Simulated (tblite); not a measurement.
C4H13N3Si.
Geometry (GFN2-xTB, Å), atoms numbered from 1 in this order:
```
atom  x, y, z in Å
C1    -2.2754   -1.0675    0.6772
N2    -1.4152   -0.1765   -0.0547
C3    -2.1606    0.7593   -0.8591
Si4    0.0568    0.2962    0.7021
N5     1.2246   -0.9328    0.9856
C6     2.3785   -0.7553    0.1311
C7     2.4149    0.7257   -0.2316
N8     1.0409    1.1186   -0.4457
H9    -1.6714   -1.7762    1.2368
H10   -2.9182   -0.5285    1.3858
H11   -2.9198   -1.6170   -0.0146
H12   -2.8031    0.2146   -1.5564
H13   -2.7974    1.4103   -0.2458
H14   -1.4665    1.3742   -1.4236
H15   -0.1208    0.9855    1.9981
H16    1.0106   -1.8962    1.1762
H17    3.2925   -1.0493    0.6587
H18    2.2983   -1.3543   -0.7850
H19    3.0070    0.8948   -1.1360
H20    2.8725    1.2900    0.5927
H21    0.9429    2.1014   -0.6375
```

Calculated harmonic vibrations of the isolated species, GFN2-xTB (tblite), most abundant isotopes, no scaling. Against measured fundamentals such values can be off by several per cent, at times by over 20. Modes of hydrogen on silicon can be 10 to 20 % off. One conformer, not necessarily the lowest.

Harmonic wavenumbers (cm⁻¹): 40.0, 83.1, 125.3, 175.1, 213.4, 224.0, 238.7, 280.4, 287.3, 380.7, 387.3, 454.0, 560.3, 623.4, 661.0, 701.3, 756.8, 864.0, 880.7, 903.2, 962.3, 1039.4, 1053.3, 1082.1, 1090.3, 1101.9, 1133.6, 1152.4, 1171.9, 1186.4, 1211.4, 1259.8, 1269.4, 1302.7, 1345.5, 1378.8, 1410.2, 1423.8, 1482.0, 1489.4, 1491.7, 1498.6, 1502.5, 1512.4, 2132.7, 2857.0, 2875.0, 2876.9, 2878.3, 2919.5, 2938.3, 2948.8, 2952.4, 3037.2, 3048.5, 3480.4, 3494.1.

A = 3432, B = 1199, C = 988.1 MHz; mass 131.088 u (most abundant isotopes); point group C1, symmetry number 1.

Task: Zero-point energy?

Result: Half the sum of the wavenumbers: 38915 cm⁻¹ = 111.27 kcal/mol.

Task: What is S at 400 K and 1 bar for an ideal gas of classical rigid rotors and harmonic oscillators?

Result: Translation 42.01, rotation 29.64, vibration 40.08: S = 111.7 cal/(mol K).

Task: And Cp and H(400 K) − H(0)?

Result: Cp = 50.27 cal/(mol K), of which vibrations give 42.32 (their classical limit is 57 R = 113.3); H(400 K) − H(0) = 11.64 kcal/mol without the zero-point energy, 8.46 from vibrations.

Task: How do the functions run with temperature in this model?

Result: 
```csv
T (K),S (cal/(mol K)),Cp (cal/(mol K)),H − H(0) (kcal/mol),G − H(0) (kcal/mol),ln q(vib)
150,77.4,24.3,2.36,-9.25,2.89
250,92.1,34.3,5.29,-17.74,5.54
298.15,98.6,39.4,7.07,-22.33,6.82
600,135.6,67.8,23.54,-57.83,14.83
900,166.7,85.0,46.68,-103.31,22.47
```

q(vib) and H(0) count from the zero-point level.

Task: What must be added to the electronic energy to get the Gibbs energy at 400 K and 1 bar?

Result: ZPE + [H(400 K) − H(0)] − T·S = 111.27 + 11.64 − 44.69 = 78.22 kcal/mol.

Hindered rotation and anharmonicity are outside this model. Other conformers, if any are populated, would add a mixing term that is left out. The structure is chiral; the term R ln 2 for an equal mix with its mirror image is left out.

Time: 3.1 s of wall time. Hardware: one thread of an Intel Xeon at 2.50 GHz, shared host. This covers the Hessian and the dipole derivatives.
